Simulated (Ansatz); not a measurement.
Start from `[CH3][Al]([OH])[Se][GaH2]` and change one atom or group to get `[CH3][Al]([OH])[SiH3]`.

Ansatz, PBE0-D4/def2-TZVP geometries, multiplicity 1. Each molecule was computed in one conformer, which needn't be the lowest. `[CH3][Al]([OH])[Se][GaH2]` holds a close contact that its SMILES doesn't draw: Ga···O 2.10 Å.

Scalar relativity is left out up to krypton. Spin–orbit coupling is left out; it splits and shifts lone-pair levels of the heavy atoms by tenths of an eV.

```
                                      property  `[CH3][Al]([OH])[Se][GaH2]`
             LUMO energy (PBE/def2-TZVPP) / eV                        -1.38
         LUMO energy (ωB97M-V/def2-TZVPP) / eV                         0.84
           LUMO energy (B3LYP/def2-TZVPP) / eV                        -0.87
zero-point energy (PBE0-D4/def2-TZVP) / kJ/mol                        172.7
            LUMO energy (PBE0/def2-TZVPP) / eV                        -0.59
             HOMO energy (PBE/def2-TZVPP) / eV                        -5.56
```

Task: What does the change do to each property? (Best estimate.)

Result: The calculation gave: 
```tsv
property	`[CH3][Al]([OH])[SiH3]`	shift
LUMO energy (PBE/def2-TZVPP) / eV	-1.81	-0.43
LUMO energy (ωB97M-V/def2-TZVPP) / eV	0.59	-0.25
LUMO energy (B3LYP/def2-TZVPP) / eV	-1.24	-0.37
zero-point energy (PBE0-D4/def2-TZVP) / kJ/mol	193.2	20.5
LUMO energy (PBE0/def2-TZVPP) / eV	-1.06	-0.47
HOMO energy (PBE/def2-TZVPP) / eV	-6.18	-0.62
```

With PBE0 the HOMO falls by 0.68 eV and the LUMO falls by 0.47 eV, so the gap widens by about 0.21 eV. PBE moves the HOMO by -0.62 eV and ωB97M-V by -0.63 eV.

B3LYP here is the variant with VWN-RPA as its local correlation; programs differ in this.
